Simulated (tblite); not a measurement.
Compound: C5H8NO (doublet state).
Geometry (GFN2-xTB, Å), atoms numbered from 1 in this order:
```
atom  x, y, z in Å
C1    -2.2997    0.3168    0.1470
C2    -1.5977   -0.0606   -1.1128
N3    -0.3447   -0.3581   -1.2189
C4     0.4930   -0.7320   -0.2920
C5     1.9571   -0.5803   -0.5067
C6     2.1555    0.7627    0.1609
O7     2.4955    0.9230    1.3019
H8    -2.7613   -0.5691    0.5909
H9    -1.5986    0.7309    0.8703
H10   -3.0884    1.0382   -0.0518
H11   -2.1605   -0.0527   -2.0360
H12    0.1646   -1.1378    0.6631
H13    2.5256   -1.3550    0.0044
H14    2.1955   -0.5304   -1.5667
H15    1.8595    1.6125   -0.4812
```

Method: GFN2-xTB as coded in tblite; computed harmonic values from a numerical Hessian at the method's own geometry, unscaled. The method is semi-empirical: single wavenumbers can be off by several per cent or more. One conformer, not necessarily the lowest. Open shells enter through the occupations alone, without spin polarisation, and single modes of such species can be off by tens of per cent.

Harmonic wavenumbers (cm⁻¹): 51.2, 69.0, 76.2, 143.1, 189.4, 300.8, 332.5, 436.5, 499.8, 574.5, 699.7, 742.0, 882.1, 913.0, 963.5, 986.7, 1012.6, 1057.7, 1101.0, 1147.6, 1193.6, 1212.4, 1296.1, 1360.9, 1379.0, 1414.5, 1435.5, 1464.8, 1467.7, 1552.2, 1754.8, 2779.3, 2950.7, 2955.1, 3009.3, 3019.2, 3028.3, 3038.0, 3058.5.

A = 5473, B = 1394, C = 1206 MHz; mass 98.061 u (most abundant isotopes); point group C1, symmetry number 1; spin multiplicity 2.

What is the zero-point energy?

½Σν̃ = 25774 cm⁻¹ = 308.33 kJ/mol.

Give the ideal-gas entropy at 500 K and 1 bar in the rigid-rotor, harmonic-oscillator model (classical rotation).

Translation 176.79, rotation 123.39, vibration 164.02, spin (R ln 2) 5.76: S = 470.0 J/(mol K).

And Cp and H(500 K) − H(0)?

Cp = 185.56 J/(mol K), of which vibrations give 152.30 (their classical limit is 39 R = 324.3); H(500 K) − H(0) = 56.75 kJ/mol without the zero-point energy, 40.12 from vibrations.

What must be added to the electronic energy to get the Gibbs energy at 500 K and 1 bar?

ZPE + [H(500 K) − H(0)] − T·S = 308.33 + 56.75 − 234.98 = 130.10 kJ/mol.

How do the functions run with temperature in this model?

```tsv
T (K)	S (J/(mol K))	Cp (J/(mol K))	H − H(0) (kJ/mol)	G − H(0) (kJ/mol)	ln q(vib)
100	287.1	71.8	5.34	-23.37	1.75
200	345.1	98.6	13.86	-55.16	4.04
300	390.5	128.1	25.17	-92.00	6.13
800	570.9	243.6	121.87	-334.86	15.67
1000	628.1	268.9	173.26	-454.89	19.14
```

q(vib) and H(0) count from the zero-point level.

Which modes carry the vibrational entropy at 500 K?

51.2 cm⁻¹: 24.24; 69.0 cm⁻¹: 21.77; 76.2 cm⁻¹: 20.95; 143.1 cm⁻¹: 15.75; 189.4 cm⁻¹: 13.46; 300.8 cm⁻¹: 9.77 J/(mol K); the other 33 give 58.07 together.

Hindered rotation and anharmonicity are outside this model. Other conformers, if any are populated, would add a mixing term that is left out. The structure is chiral; the term R ln 2 for an equal mix with its mirror image is left out.
